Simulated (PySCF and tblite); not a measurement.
The numbers below are computed, except where a source is named.
# Dynamics report: ring inversion

System: C₃H₈GeS, numbered as in [CH2:1]1[CH2:2][GeH2:3][CH2:4][S:5]1.

Motion: inversion of the 5-membered ring (1–2–3–4–5). Geometries: GFN2-xTB; energies: PBE0/pcSseg-1 + D3(BJ); zero-point and thermal terms from GFN2-xTB harmonic modes (soft modes blended into free rotors). Rate constants are transition-state-theory values, counting equivalent paths, without tunnelling. Run with tblite and PySCF.

| point | symmetry | E(GFN2) kcal/mol | E(DFT) kcal/mol | ZPE change kcal/mol | lowest mode cm⁻¹ | dipole D |
| --- | --- | --- | --- | --- | --- | --- |
| start (twist) | C1 | 0.0 | 0.0 | 0.00 | 87 | 1.61 |
| saddle (twist) | C1 | 2.9 | 3.2 | -0.20 | 90i | 1.86 |
| end (twist) | C1 | 0.0 | 0.0 | 0.00 | 86 | 1.61 |

```
Electronic barrier                                      : 3.2 kcal/mol
Barrier with zero-point energy                          : 3.0 kcal/mol
ΔH‡ (298 K)                                             : 2.6 kcal/mol
ΔS‡ (298 K, symmetry apart)                             : -2.3 cal/(mol K)
Paths                                                   : 2 equivalent paths
End point                                               : the same structure with atoms interchanged, or its mirror image
Mean lifetime of the start against this motion at 298 K : 22 ps
Cost                                                    : 23 s on 1 thread of AMD EPYC 9R45, shared host (rough), peak memory 0.82 GiB, launched as `OMP_NUM_THREADS=1 python ens_run.py task.json out`
```

| T/K | ΔG‡ kcal/mol | k s⁻¹ |
| --- | --- | --- |
| 150 | 3.1 | 1.9×10⁸ |
| 200 | 3.2 | 2.9×10⁹ |
| 250 | 3.2 | 1.5×10¹⁰ |
| 298 | 3.3 | 4.5×10¹⁰ |
| 350 | 3.4 | 1×10¹¹ |
| 400 | 3.6 | 1.9×10¹¹ |
| 500 | 3.8 | 4.5×10¹¹ |

ΔG and ΔG‡ leave out symmetry numbers and mirror images; rates count paths: 2 out.

Spin–orbit effects of heavy atoms on shieldings are missing.
